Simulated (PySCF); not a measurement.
# SMILES F/C=[C]1\C[NH][GeH2]1, C3H6FGeN

Geometry:
```tsv
atom	x (Å)	y (Å)	z (Å)
F1	2.650	-0.943	-0.635
C2	1.774	0.069	-0.817
C3	0.570	0.062	-0.288
C4	-0.091	-0.976	0.583
N5	-1.287	-0.206	0.959
Ge6	-1.029	1.185	-0.195
H7	2.189	0.852	-1.435
H8	0.504	-1.252	1.459
H9	-0.307	-1.890	0.019
H10	-2.093	-0.731	1.257
H11	-1.868	1.319	-1.457
H12	-1.011	2.512	0.526
```

Computed with PySCF, GIAO PW91/6-31G* magnetisability, rotational g tensor and spin-rotation constants, non-relativistic, gas phase. Geometry: GFN2-xTB.

The calculation is non-relativistic, which matters for the atoms heavier than Zn.

(1) Give the nuclear spin-rotation constants along the inertial axes (H = +C I·J) beside the isotropic shieldings.

Results:

(1) Rotational constants 5.4410, 1.3736, 1.1214 GHz. A star marks the isotopologue with that one atom substituted, in its own axes.
```tsv
atom	isotope	Caa (kHz)	Cbb (kHz)	Ccc (kHz)	mean (kHz)	σ (ppm)
F1	19F	8.423	2.489	0.424	3.779	253.8
N5	14N	0.100	0.054	0.057	0.070	244.3
H7	1H	-0.561	0.120	-0.122	-0.188	26.1
H8	1H	-0.433	-0.056	-0.023	-0.171	27.7
H9	1H	-0.551	-0.085	0.026	-0.203	27.6
H10	1H	-0.572	-0.042	-0.136	-0.250	32.7
H11	1H	-0.284	-0.088	0.007	-0.122	25.5
H12	1H	-0.258	-0.097	0.004	-0.117	25.8
C2	13C*	1.759	0.548	0.260	0.856	51.2
C3	13C*	1.928	0.437	0.193	0.853	77.9
C4	13C*	0.851	0.292	0.239	0.461	133.7
Ge6	73Ge*	-1.503	-0.328	-0.324	-0.718	1500.0
```
For the geometry as given, no vibrational averaging.
